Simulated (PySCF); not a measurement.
Species: ClGeH₅Si.
Bonds: Si1–Ge2, Ge2–Cl3. Hydrogens: H4, H5, H6 on Si1; H7, H8 on Ge2.

Computed, not measured: EOM-IP-CCSD/aug-cc-pVDZ in PySCF, restricted Hartree–Fock reference, 19 core orbitals frozen, non-relativistic, gas phase, PBE0-D3(BJ)/def2-SVP geometry.

Hartree–Fock orbital energies give these Koopmans values (eV): HOMO 10.89, HOMO-1 11.93, HOMO-2 12.90, HOMO-3 13.32, HOMO-4 13.33, HOMO-5 14.00, HOMO-6 14.18, HOMO-7 18.75.

Q: What vertical ionisation energies does EOM-IP-CCSD give?

A: 
```
leading hole (HF orbital)  Koopmans (eV)  EOM-IP-CCSD (eV)  change (eV)  one-hole share
                     HOMO          10.89             10.28        -0.61            0.96
                   HOMO-1          11.93             11.06        -0.87            0.95
                   HOMO-2          12.90             12.01        -0.89            0.95
                   HOMO-4          13.33             12.52        -0.81            0.94
                   HOMO-3          13.32             12.53        -0.79            0.94
                   HOMO-5          14.00             13.18        -0.82            0.94
                   HOMO-6          14.18             13.31        -0.87            0.93
                   HOMO-7          18.75             17.15        -1.60            0.86
```

Q: Does the order of the lines follow the orbital energies?

A: No: the HOMO-4 hole (12.52 eV) falls below the HOMO-3 hole (12.53 eV). The corrections run from -1.60 to -0.61 eV, with a mean of -0.91 eV over the 8 lines; no line lies above its Koopmans value.

Q: At what kinetic energies would He II light (40.81 eV) eject these electrons?

A: 30.53 eV (HOMO), 29.75 eV (HOMO-1), 28.80 eV (HOMO-2), 28.29 eV (HOMO-4), 28.28 eV (HOMO-3), 27.63 eV (HOMO-5), 27.50 eV (HOMO-6), 23.66 eV (HOMO-7).

Lines less than 0.15 eV apart could change places at a higher level. One root was sought for each valence orbital with −ε under 21 eV, eight at most, so deeper holes and satellites are missing; no vibrational structure.
